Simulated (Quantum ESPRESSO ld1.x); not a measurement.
Question: Er III, configuration [Xe] 4f12 (the NIST ground configuration). Method: scalar-relativistic Kohn-Sham, LDA (Slater exchange, Perdew-Zunger correlation), spin-polarised, spherical densities, point nucleus; open shells are filled with parallel spins first; computed with ld1.x of Quantum ESPRESSO 7.5. Some entries of the table are withheld. Estimate them.

orbital,occ.,eigenvalue (eV),<1/r> (bohr^-1),r(max) (bohr)
1s down,1,-57339.9,77.52,0.01287
1s up,1,-57339.9,77.52,0.01287
2s up,1,-9645.91,18.04,0.07329
2s down,1,-9645.87,18.04,0.07328
2p up,3,-8536.34,16.67,0.05957
2p down,3,-8536.31,16.67,0.05957
3s up,1,-2172.16,6.650,0.2074
3s down,1,-2171.30,6.652,0.2073
3p up,3,-1834.68,6.215,0.2040
3p down,3,-1833.83,6.217,0.2040
3d up,5,-1411.43,5.893,0.1663
3d down,5,-1410.76,5.895,0.1663
4s up,1,-440.103,2.813,0.4740
4s down,1,-438.383,2.812,0.4739
4p up,3,-329.059,2.573,0.4955
4p down,3,-327.370,2.572,0.4954
4d up,5,-180.329,2.271,0.5117
4d down,5,-178.686,2.270,0.5118
5s up,1,(1),(2),1.110
5s down,1,(3),(4),1.113
5p up,3,-41.2874,0.8805,1.273
5p down,3,-40.7205,0.8747,1.278
4f up,7,-18.4117,1.657,0.5082
4f down,5,-16.9964,1.640,0.5092

Answer: 
(1) 5s up eigenvalue (eV): -66.9619
(2) 5s up <1/r> (bohr^-1): 1.062
(3) 5s down eigenvalue (eV): -66.1789
(4) 5s down <1/r> (bohr^-1): 1.057
